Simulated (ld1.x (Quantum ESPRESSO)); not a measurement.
**What the settings do to the TM potential of rubidium**

Base potential:

- Element: Rb (Z = 37)
- Generator: ld1.x (Quantum ESPRESSO) 7.5
- Type: norm-conserving Troullier–Martins (Kleinman–Bylander form)
- Functional: LDA (PZ)
- Relativity: scalar-relativistic
- Frozen core: [Kr]
- Valence charge: 1
- Reference configuration: 5s1 5p0
- Partial waves: 5s (bound): rc 4.20 bohr; 5p (bound, empty): rc 3.70 bohr; 4d channel at -0.15 Ry: rc 3.40 bohr
- Local potential: the d channel
- Core correction: a·sin(br)/r model core, default radius (core density twice the valence density)

Cutoffs, loose and tight: the cutoffs (Ry, on a coarse ladder) from which the occupation-weighted sum of valence levels, in a spherical-Bessel basis at the reference potential, stays within 10 and 1 mRy of its value at 400 Ry. They do not see the model core or the augmentation charge, which bear on the density cutoff. Test errors are all-electron minus pseudo excitation energies from the reference, over the configurations 5s0.5 5p0; 5s0 5p1 (two spin-polarised tests are not counted in the largest error). A dash means not determined; rows that change the core or the reference have their own tests.

A true bound ghost makes a file unfit for plane-wave use even where its test errors are small: the radial tests pick states by their node count and pass the ghost by.

The default core radius of the base comes out at 3.28 bohr.

```csv
change,outcome,"cutoff, loose","cutoff, tight",bound ghosts,largest test error (meV)
base,generated,6 Ry,6 Ry,s,+19
core correction none,generated,6 Ry,6 Ry,s,+447
core correction a·sin(br)/r model core inside 1.48 bohr,generated,6 Ry,6 Ry,s,+14
core correction a·sin(br)/r model core inside 2.04 bohr,generated,6 Ry,6 Ry,s,+14
core correction a·sin(br)/r model core inside 2.64 bohr,generated,6 Ry,6 Ry,s,+15
core correction a·sin(br)/r model core inside 3.08 bohr,generated,6 Ry,6 Ry,s,+17
core correction a·sin(br)/r model core inside 3.50 bohr,generated,6 Ry,6 Ry,s,+25
core correction a·sin(br)/r model core inside 3.88 bohr,generated,6 Ry,6 Ry,s,+43
```
